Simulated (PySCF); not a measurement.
Dipole response of C (carbon, neutral)

[He] 2s2 2p2, high-spin 3P determinant. Computed with PySCF 2.14 in aug-cc-pwCVTZ (7s6p4d2f, 59 functions), with no relativity, point nucleus. Coupled (time-dependent) response in atomic units; α is the mean over directions.

```csv
method,mean α (bohr³),"α xx, yy, zz",C₆ (like pair),S(−4)
UHF,11.94,"10.88, 12.48, 12.48",46.44,93.62
PBE,13.22,"11.21, 14.22, 14.22",53.95,105.0
PBE0,12.54,"10.87, 13.38, 13.38",50.41,90.85
PBEsol,13.30,"11.28, 14.31, 14.31",54.57,104.7
PW91,13.13,"11.14, 14.12, 14.12",53.37,103.9
```

S(−4) is the Cauchy moment in α(ω) = α(0) + S(−4) ω² + …

Reference α: 11.3 ± 0.4 bohr³ (recommended; Schwerdtfeger and Nagle, table of static dipole polarizabilities (2023 update)). Published C₆: 46.60 (Chu and Dalgarno (2004); Tang, Norbeck and Certain (1976)).

α(iu) at PW91:

```
u (hartree)  α(iu) (bohr³)
          0          13.13
     0.0500          12.88
      0.100          12.20
      0.200          10.25
      0.300          8.291
      0.500          5.396
      0.750          3.370
       1.00          2.279
       1.50          1.233
       2.00         0.7711
       3.00         0.3846
       5.00         0.1548
```

A single London oscillator, α(iu) = α/(1 + u²/ω²), gives C₆ = (3/4) ω α². Matching the computed C₆ needs ω = 4 × 53.37 / (3 × 13.13²) = 0.413 hartree.

The components differ because the open shell of this determinant is not spherical; for a pure term their mean is the scalar polarisability.
